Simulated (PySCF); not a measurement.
Al(Me)3 (C3H9Al), SMILES [CH3][Al]([CH3])[CH3].

Geometry: B3LYP-D3(BJ)/def2-SVP. The isomer is the one that the SMILES or the coordinates give; other isomers of the formula were not compared.

These are B3LYP-D3(BJ)/def2-SVP (PySCF 2.14.0) values and carry that method's errors.

Frequencies are harmonic and unscaled.

List the normal modes with their intensities. (Estimate from the structure and the level; the computed values follow.)


| mode | ν (cm⁻¹) | IR (km/mol) | Raman (Å⁴/amu) | depolarisation | moving atoms (share of kinetic energy) |
|---|---|---|---|---|---|
| 1 | 24 | 0.0 | 0.1 | 0.75 | H 97 % |
| 2 | 28 | 0.0 | 0.1 | 0.75 | H 97 % |
| 3 | 49 | 0.0 | 0.0 | – | H 97 % |
| 4 | 165 | 3.7 | 2.3 | 0.75 | C 48 %, H 38 %, Al 14 % |
| 5 | 166 | 3.7 | 2.3 | 0.75 | C 48 %, H 38 %, Al 14 % |
| 6 | 180 | 6.2 | 0.0 | – | Al 46 %, H 39 %, C 14 % |
| 7 | 513 | 0.0 | 26.0 | 0.06 | C 74 %, H 26 % |
| 8 | 542 | 0.0 | 0.8 | 0.75 | H 85 %, C 15 % |
| 9 | 542 | 0.0 | 0.8 | 0.74 | H 85 %, C 15 % |
| 10 | 583 | 0.0 | 3.2 | 0.07 | H 82 %, C 18 % |
| 11 | 640 | 9.9 | 4.4 | 0.75 | C 42 %, H 36 %, Al 22 % |
| 12 | 640 | 9.9 | 4.4 | 0.75 | C 42 %, H 36 %, Al 22 % |
| 13 | 712 | 110.4 | 0.0 | – | H 64 %, C 22 %, Al 14 % |
| 14 | 755 | 169.1 | 0.1 | 0.75 | H 51 %, Al 26 %, C 23 % |
| 15 | 756 | 169.0 | 0.1 | 0.75 | H 51 %, Al 26 %, C 23 % |
| 16 | 1214 | 39.1 | 0.3 | 0.74 | H 79 %, C 21 % |
| 17 | 1215 | 39.0 | 0.3 | 0.72 | H 79 %, C 21 % |
| 18 | 1215 | 0.1 | 2.3 | 0.03 | H 81 %, C 19 % |
| 19 | 1425 | 0.3 | 13.0 | 0.75 | H 96 % |
| 20 | 1425 | 0.3 | 13.0 | 0.75 | H 96 % |
| 21 | 1427 | 0.0 | 12.4 | 0.74 | H 95 % |
| 22 | 1430 | 0.0 | 14.1 | 0.75 | H 95 % |
| 23 | 1430 | 0.0 | 14.2 | 0.75 | H 95 % |
| 24 | 1431 | 3.8 | 0.0 | – | H 96 % |
| 25 | 3004 | 8.3 | 2.9 | 0.30 | H 97 % |
| 26 | 3004 | 8.3 | 3.3 | 0.26 | H 97 % |
| 27 | 3006 | 0.1 | 419.2 | 0.00 | H 97 % |
| 28 | 3076 | 11.6 | 96.9 | 0.75 | H 91 %, C 9 % |
| 29 | 3076 | 11.3 | 98.3 | 0.75 | H 91 %, C 9 % |
| 30 | 3076 | 10.8 | 100.5 | 0.75 | H 91 %, C 9 % |
| 31 | 3106 | 4.5 | 90.0 | 0.68 | H 91 %, C 9 % |
| 32 | 3106 | 17.8 | 109.6 | 0.74 | H 91 %, C 9 % |
| 33 | 3107 | 19.4 | 112.0 | 0.74 | H 91 %, C 9 % |
